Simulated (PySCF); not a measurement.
I5Ta, triplet, at a GFN2-xTB geometry (such geometries of metal compounds can be far from the true shape) (the multiplicity is a formal guess) (core potentials on I, Ta), with bond 3-1 at 2.0 times its length; DF-B3LYP/def2-SV(P) (PySCF).

The PySCF input:
```python
from pyscf import gto, scf, dft

mol = gto.M(
    atom='''
Ta    0.00000000    0.00000000    0.00000000
I     2.28906312   -0.44560554   -1.47051112
I     2.58099922   -2.16721122    4.67442330
I    -1.29049961    1.08360561   -2.33721165
I    -1.93649334   -1.95559270    0.16256665
I    -0.35256978    2.40119825    1.30794447
''',
    basis='def2-sv(p)',
    ecp={'I': 'def2-sv(p)', 'Ta': 'def2-sv(p)'},
    spin=2,
    verbose=4,
)

mf = dft.UKS(mol)
mf.xc = 'b3lyp'
mf.conv_tol = 1e-4
mf = mf.density_fit(auxbasis='def2-universal-jkfit')
mf.kernel()
mf.analyze()
```

### Question
Write the output that PySCF gives for this input, abridged.

### Answer

```
PySCF version 2.14.0

[INPUT] verbose = 4
[INPUT] num. atoms = 6
[INPUT] num. electrons = 138
[INPUT] charge = 0
[INPUT] spin (= nelec alpha-beta = 2S) = 2
[INPUT] symmetry False subgroup None
[INPUT] Mole.unit = angstrom
[INPUT] Symbol           X                Y                Z      unit          X                Y                Z       unit  Magmom
[...]
nuclear repulsion = 926.848851178372
number of shells = 61
number of NR pGTOs = 355
number of NR cGTOs = 155
basis = def2-sv(p)
ecp = {'I': 'def2-sv(p)', 'Ta': 'def2-sv(p)'}

******** <class 'pyscf.df.df_jk.DFUKS'> ********
method = DFUKS
initial guess = minao
damping factor = 0
level_shift factor = 0
DIIS = <class 'pyscf.scf.diis.CDIIS'>
diis_start_cycle = 1
diis_space = 8
diis_damp = 0
SCF conv_tol = 0.0001
SCF conv_tol_grad = None
SCF max_cycles = 50
direct_scf = False
number electrons alpha = 70  beta = 68
XC library pyscf.dft.libxc version 7.1.2
    S. Lehtola, C. Steigemann, M. J. T. Oliveira, and M. A. L. Marques,  SoftwareX 7, 1–5 (2018)
XC functionals = b3lyp
    P. J. Stephens, F. J. Devlin, C. F. Chabalowski, and M. J. Frisch,  J. Phys. Chem. 98, 11623 (1994)
radial grids:
    Treutler-Ahlrichs [JCP 102, 346 (1995); DOI:10.1063/1.469408] (M4) radial grids

becke partition: Becke, JCP 88, 2547 (1988); DOI:10.1063/1.454033
pruning grids: <function nwchem_prune>
grids dens level: 3
symmetrized grids: False
atomic radii adjust function: <function treutler_atomic_radii_adjust>
small_rho_cutoff = 0
Set gradient conv threshold to 0.01
tot grids = 133800
******** <class 'pyscf.df.df.DF'> ********
auxbasis = def2-universal-jkfit
init E= -1373.91323502585

cycle= 1 E= -1532.94819209077  delta_E= -159  |g|= 4.46  |ddm|= 14.7

cycle= 2 E= -1450.90333195484  delta_E=   82  |g|= 5.94  |ddm|= 27.3

cycle= 3 E= -1419.04458673512  delta_E= 31.9  |g|= 6.19  |ddm|= 29.9

cycle= 4 E= -1544.4216971611  delta_E= -125  |g|= 1.49  |ddm|=   15

cycle= 5 E= -1533.96403187048  delta_E= 10.5  |g|= 3.58  |ddm|= 5.49

cycle= 6 E= -1545.65462140446  delta_E= -11.7  |g|= 0.603  |ddm|= 4.38

cycle= 7 E= -1544.84040809184  delta_E= 0.814  |g|= 1.15  |ddm|= 2.67
cycle= 8 E= -1546.04374262089  delta_E= -1.2  |g|= 0.312  |ddm|= 1.95
cycle= 9 E= -1546.11503369663  delta_E= -0.0713  |g|= 0.123  |ddm|= 0.576
cycle= 10 E= -1546.1231348339  delta_E= -0.0081  |g|= 0.0681  |ddm|= 0.26
cycle= 11 E= -1546.12710604043  delta_E= -0.00397  |g|= 0.0162  |ddm|= 0.115

cycle= 12 E= -1546.12733520289  delta_E= -0.000229  |g|= 0.0098  |ddm|= 0.0558

cycle= 13 E= -1546.12742099522  delta_E= -8.58e-05  |g|= 0.00477  |ddm|= 0.021

Extra cycle  E= -1546.12738620518  delta_E= 3.48e-05  |g|= 0.0103  |ddm|= 0.0295
converged SCF energy = -1546.12738620518  <S^2> = 2.0120201  2S+1 = 3.0080027
**** SCF Summaries ****
Total Energy =                       -1546.127386205181438
Nuclear Repulsion Energy =             926.848851178372342
One-electron Energy =                -4536.108597407159323
Two-electron Energy =                 2063.132360023605543
Two-electron Coulomb Energy =         2181.450193683233465
DFT Exchange-Correlation Energy =     -118.317833659627695
**** MO energy ****
                             alpha | beta                alpha | beta
[...]
spin_pop of  0 Ta 5s        0.00030
spin_pop of  0 Ta 6s        0.02454
spin_pop of  0 Ta 7s        0.00267
spin_pop of  0 Ta 8s       -0.00000
spin_pop of  0 Ta 9s       -0.00013
spin_pop of  0 Ta 10s        0.00010
spin_pop of  0 Ta 5px       0.00104
spin_pop of  0 Ta 5py       0.00099
spin_pop of  0 Ta 5pz       0.00108
spin_pop of  0 Ta 6px       0.00390
spin_pop of  0 Ta 6py       0.00194
spin_pop of  0 Ta 6pz      -0.00055
spin_pop of  0 Ta 7px       0.00659
spin_pop of  0 Ta 7py       0.00335
spin_pop of  0 Ta 7pz       0.00186
spin_pop of  0 Ta 5dxy      0.07033
spin_pop of  0 Ta 5dyz      0.28133
spin_pop of  0 Ta 5dz^2     0.26383
spin_pop of  0 Ta 5dxz      0.02282
spin_pop of  0 Ta 5dx2-y2    0.22280
spin_pop of  0 Ta 6dxy      0.01070
spin_pop of  0 Ta 6dyz      0.02771
spin_pop of  0 Ta 6dz^2     0.02691
spin_pop of  0 Ta 6dxz      0.00612
spin_pop of  0 Ta 6dx2-y2    0.04727
spin_pop of  1 I 4s        0.00000
spin_pop of  1 I 5s        0.00041
spin_pop of  1 I 6s        0.00012
spin_pop of  1 I 7s        0.00009
spin_pop of  1 I 4px       0.00002
spin_pop of  1 I 4py      -0.00015
spin_pop of  1 I 4pz      -0.00016
spin_pop of  1 I 5px       0.00101
spin_pop of  1 I 5py      -0.00002
spin_pop of  1 I 5pz      -0.00001
spin_pop of  1 I 6px       0.00437
spin_pop of  1 I 6py      -0.01066
spin_pop of  1 I 6pz      -0.00774
spin_pop of  1 I 7px      -0.00461
spin_pop of  1 I 7py       0.00095
spin_pop of  1 I 7pz       0.00023
spin_pop of  1 I 4dxy      0.00008
spin_pop of  1 I 4dyz      0.00099
spin_pop of  1 I 4dz^2     0.00022
spin_pop of  1 I 4dxz      0.00020
spin_pop of  1 I 4dx2-y2   -0.00000
spin_pop of  1 I 5dxy      0.00067
spin_pop of  1 I 5dyz      0.00733
spin_pop of  1 I 5dz^2     0.00054
spin_pop of  1 I 5dxz      0.00075
spin_pop of  1 I 5dx2-y2    0.00094
spin_pop of  2 I 4s       -0.00002
spin_pop of  2 I 5s       -0.00080
spin_pop of  2 I 6s       -0.00013
spin_pop of  2 I 7s        0.00005
spin_pop of  2 I 4px       0.00124
spin_pop of  2 I 4py       0.00475
spin_pop of  2 I 4pz       0.00161
spin_pop of  2 I 5px       0.03892
spin_pop of  2 I 5py       0.00069
spin_pop of  2 I 5pz       0.00022
spin_pop of  2 I 6px       0.02936
spin_pop of  2 I 6py       0.26780
spin_pop of  2 I 6pz       0.08314
spin_pop of  2 I 7px       0.56545
spin_pop of  2 I 7py       0.00014
spin_pop of  2 I 7pz       0.00006
spin_pop of  2 I 4dxy     -0.00169
spin_pop of  2 I 4dyz     -0.00213
spin_pop of  2 I 4dz^2    -0.00199
spin_pop of  2 I 4dxz     -0.00105
spin_pop of  2 I 4dx2-y2    0.00008
spin_pop of  2 I 5dxy      0.00185
spin_pop of  2 I 5dyz      0.00232
spin_pop of  2 I 5dz^2     0.00245
spin_pop of  2 I 5dxz      0.00107
spin_pop of  2 I 5dx2-y2   -0.00002
spin_pop of  3 I 4s        0.00000
spin_pop of  3 I 5s        0.00038
spin_pop of  3 I 6s       -0.00024
spin_pop of  3 I 7s       -0.00014
spin_pop of  3 I 4px      -0.00002
spin_pop of  3 I 4py       0.00012
spin_pop of  3 I 4pz      -0.00005
spin_pop of  3 I 5px      -0.00266
spin_pop of  3 I 5py      -0.00002
spin_pop of  3 I 5pz      -0.00002
spin_pop of  3 I 6px      -0.00162
spin_pop of  3 I 6py      -0.00188
spin_pop of  3 I 6pz      -0.00494
spin_pop of  3 I 7px      -0.02808
spin_pop of  3 I 7py       0.00337
spin_pop of  3 I 7pz       0.00134
spin_pop of  3 I 4dxy      0.00052
spin_pop of  3 I 4dyz      0.00029
spin_pop of  3 I 4dz^2     0.00072
spin_pop of  3 I 4dxz      0.00044
spin_pop of  3 I 4dx2-y2    0.00000
spin_pop of  3 I 5dxy      0.00259
spin_pop of  3 I 5dyz      0.00131
spin_pop of  3 I 5dz^2     0.00324
spin_pop of  3 I 5dxz      0.00251
spin_pop of  3 I 5dx2-y2    0.00015
spin_pop of  4 I 4s        0.00000
spin_pop of  4 I 5s        0.00043
spin_pop of  4 I 6s        0.00056
spin_pop of  4 I 7s        0.00034
spin_pop of  4 I 4px      -0.00001
spin_pop of  4 I 4py      -0.00016
spin_pop of  4 I 4pz      -0.00012
spin_pop of  4 I 5px       0.00405
spin_pop of  4 I 5py      -0.00003
spin_pop of  4 I 5pz      -0.00002
spin_pop of  4 I 6px       0.00486
spin_pop of  4 I 6py      -0.01022
spin_pop of  4 I 6pz      -0.00888
spin_pop of  4 I 7px       0.01652
spin_pop of  4 I 7py       0.00428
spin_pop of  4 I 7pz       0.00030
spin_pop of  4 I 4dxy      0.00088
spin_pop of  4 I 4dyz     -0.00006
spin_pop of  4 I 4dz^2     0.00079
spin_pop of  4 I 4dxz      0.00094
spin_pop of  4 I 4dx2-y2   -0.00000
spin_pop of  4 I 5dxy      0.00458
spin_pop of  4 I 5dyz      0.00020
spin_pop of  4 I 5dz^2     0.00249
spin_pop of  4 I 5dxz      0.00549
spin_pop of  4 I 5dx2-y2    0.00014
spin_pop of  5 I 4s        0.00000
spin_pop of  5 I 5s        0.00041
spin_pop of  5 I 6s        0.00038
spin_pop of  5 I 7s        0.00004
spin_pop of  5 I 4px       0.00000
spin_pop of  5 I 4py      -0.00013
spin_pop of  5 I 4pz      -0.00020
spin_pop of  5 I 5px      -0.00103
spin_pop of  5 I 5py      -0.00001
spin_pop of  5 I 5pz      -0.00002
spin_pop of  5 I 6px      -0.00107
spin_pop of  5 I 6py      -0.00665
spin_pop of  5 I 6pz      -0.01060
spin_pop of  5 I 7px      -0.00898
spin_pop of  5 I 7py       0.00137
spin_pop of  5 I 7pz       0.00002
spin_pop of  5 I 4dxy      0.00021
spin_pop of  5 I 4dyz      0.00035
spin_pop of  5 I 4dz^2     0.00008
spin_pop of  5 I 4dxz      0.00015
spin_pop of  5 I 4dx2-y2   -0.00000
spin_pop of  5 I 5dxy      0.00026
spin_pop of  5 I 5dyz      0.00100
spin_pop of  5 I 5dz^2     0.00020
spin_pop of  5 I 5dxz      0.00101
spin_pop of  5 I 5dx2-y2    0.00205
In total            70.00000 | 68.00000
Dipole moment(X, Y, Z, Debye):  1.12527, -0.06461,  1.72537
```
